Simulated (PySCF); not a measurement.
**Correlation energy of Sr (strontium, neutral)**

[Kr] 5p2, high-spin 3P determinant (an excited configuration). Computed with PySCF 2.14 in def2-QZVPPD with the def2 core potential (28 electrons) (7s5p4d3f, 63 functions), with a scalar-relativistic core potential. Frozen: 4s2 4p6; 2 electrons correlated.

With two correlated electrons CCSD is exact within the correlated space (frozen core and kept virtual orbitals).

```csv
level,correlation energy (mhartree)
CCSD,-16.41
```

Diagnostics: T1 = 0.021, D1 = 0.0299, largest double amplitude 0.477.

**Question.** Is a single reference adequate?

**Answer.** Not fully. A double-excitation amplitude exceeds 0.15, a sign of near-degeneracy.
